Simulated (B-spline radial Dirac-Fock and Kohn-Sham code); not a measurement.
## What relativity does to the binding energies of N

System: the free nitrogen atom, configuration [He] 2s2 2p3.

Both columns are ΔSCF binding energies of the configuration average from an atomic code on a B-spline grid: non-relativistic Hartree-Fock with a point nucleus, and Dirac-Fock with a finite nucleus and the Coulomb interaction alone, averaged over the two j levels with weights 2j+1.

```
shell  Hartree-Fock (eV)  Dirac-Fock (eV)  shift (eV)  shift (%)
   1s              411.8            412.0       +0.25      +0.06
   2s              24.40            24.43       +0.03      +0.11
   2p              12.21            12.20       -0.01      -0.06
```

Relativity binds 1s, 2s more strongly, among those listed most of all 2s in relative terms, and 2p more weakly.

Values without a named source are computed, but for edge energies of neutral atoms, which are taken from tables.
